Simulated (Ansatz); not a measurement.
C6H7Na (`C[C@@]12[C@H]3[C@H]4[C@H]5[C@@H]1[Na]4532`). Charge 0, multiplicity 1. The geometry is a stationary point of PBE0-D4/def2-TZVP.

```xyz
14

C    -1.550    1.276    0.246
C    -0.382    0.361    0.049
C    -0.062   -0.343   -1.134
C     1.193   -0.973   -0.957
C     1.650   -0.668    0.342
C     0.677    0.151    0.962
Na   -0.375   -2.150    0.638
H    -1.321    2.297   -0.078
H    -1.848    1.336    1.297
H    -2.423    0.952   -0.329
H    -0.647   -0.337   -2.045
H     1.730   -1.544   -1.704
H     2.600   -0.962    0.769
H     0.757    0.603    1.944
```

Task: What is the dipole moment at B3LYP/def2-TZVPP? (An estimate is asked.)

Result: Computed: 6.67 D, with components (-3.04, -5.45, 2.35) D in this frame, pointing from negative to positive charge.

Task: And with PBE, r2SCAN, ωB97M-V? (Best estimate.)

Result: Computed: PBE 6.57 D, r2SCAN 6.78 D, ωB97M-V 6.70 D.

Task: Give the Mulliken charges with B3LYP, PBE, ωB97M-V in def2-TZVPP. (Estimate.)

Result: The calculation gave: 
```csv
atom,B3LYP,PBE,ωB97M-V
C1,-0.27,-0.27,-0.33
C2,-0.07,-0.07,-0.09
C3,-0.27,-0.25,-0.27
C4,-0.24,-0.22,-0.24
C5,-0.24,-0.22,-0.24
C6,-0.27,-0.25,-0.27
Na7,0.74,0.71,0.76
H8,0.09,0.09,0.12
H9,0.07,0.07,0.09
H10,0.07,0.07,0.09
H11,0.09,0.08,0.09
H12,0.10,0.09,0.10
H13,0.10,0.09,0.10
H14,0.09,0.08,0.09
```

B3LYP here is the variant with VWN-RPA as its local correlation; programs differ in this.
